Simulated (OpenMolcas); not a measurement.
**W4+: moving or changing the point charges**

W4+ among 6 point charges of -1.5 e arranged as a trigonal antiprism (D3d), 2.07 Å from the ion, with a polar angle of 53.6° against the regular 54.74°.

```
Program             : OpenMolcas
Method              : SS-CASPT2, IPEA 0.25 Eh, imaginary shift 0.1 Eh (closed shells correlated: 4f 5s 5p)
Basis               : ANO-RCC-VDZP [7s6p4d2f1g]
Scalar Hamiltonian  : DKH2, point nucleus
Active space        : 2 electrons in 5 orbitals (5d)
State averaging     : 2S+1 = 3 even, 10 roots; 2S+1 = 1 even, 15 roots
Spin-orbit coupling : RASSI with atomic mean-field integrals over the reference wave functions
```

Runs around this geometry, states (labels of D3, the rotations of D3d). Energies in cm-1 above the lowest state or level, χT in cm3 K/mol.

```json
{"R (Å)": "2.07", "q (e)": "-1.5", "Polar angle / regular": "0.9", "Ground state": "3A2", "First state of that spin": "3E 1950", "First gap with spin-orbit (degeneracies)": "33 (1, 2)", "χT at 300 K": "0.088", "First state of another spin": "1A1 8550"}
{"R (Å)": "2.07", "q (e)": "-0.75", "Polar angle / regular": "0.98", "Ground state": "3E", "First state of that spin": "3A2 9", "First gap with spin-orbit (degeneracies)": "870 (2, 2)", "χT at 300 K": "0.116", "First state of another spin": "1A1 9090"}
{"R (Å)": "1.92", "q (e)": "-1.5", "Polar angle / regular": "0.98", "Ground state": "3A2", "First state of that spin": "3E 490", "First gap with spin-orbit (degeneracies)": "680 (2, 1)", "χT at 300 K": "0.051", "First state of another spin": "1E 9490"}
{"R (Å)": "2.07", "q (e)": "-1.5", "Polar angle / regular": "0.98", "Ground state": "3A2", "First state of that spin": "3E 290", "First gap with spin-orbit (degeneracies)": "890 (2, 1)", "χT at 300 K": "0.063", "First state of another spin": "1A1 9450"}
{"R (Å)": "2.22", "q (e)": "-1.5", "Polar angle / regular": "0.98", "Ground state": "3A2", "First state of that spin": "3E 160", "First gap with spin-orbit (degeneracies)": "960 (2, 2)", "χT at 300 K": "0.082", "First state of another spin": "1A1 9310"}
```

The ground state changes within this set.

Roots that are degenerate in the reference are averaged as groups; the widest CASPT2 spread within a group is 75 cm-1 (the 2-fold group of multiplicity 3 near 156 cm-1 above the lowest state of its run, R = 2.22, q = -1.5, ratio = 0.98). Shifts and gaps below about the spread of the groups concerned are not significant. Free-ion shares, where given, are those of the reference states; single-state CASPT2 does not remix them. Spin-orbit coupling mixes the spin-free states strongly: the lowest level takes only 64 % from its leading state, 3A2 (figures for R = 2.07, q = -1.5, ratio = 0.9; the like holds for R = 2.07, q = -0.75, ratio = 0.98, R = 1.92, q = -1.5, ratio = 0.98, R = 2.07, q = -1.5, ratio = 0.98, R = 2.22, q = -1.5, ratio = 0.98). An orbital doublet at a regular site is open to a Jahn-Teller distortion, which this geometry leaves out (holds for R = 2.07, q = -0.75, ratio = 0.98). This is an electrostatic model: the charges have no orbitals. No measured value stands beside these numbers.
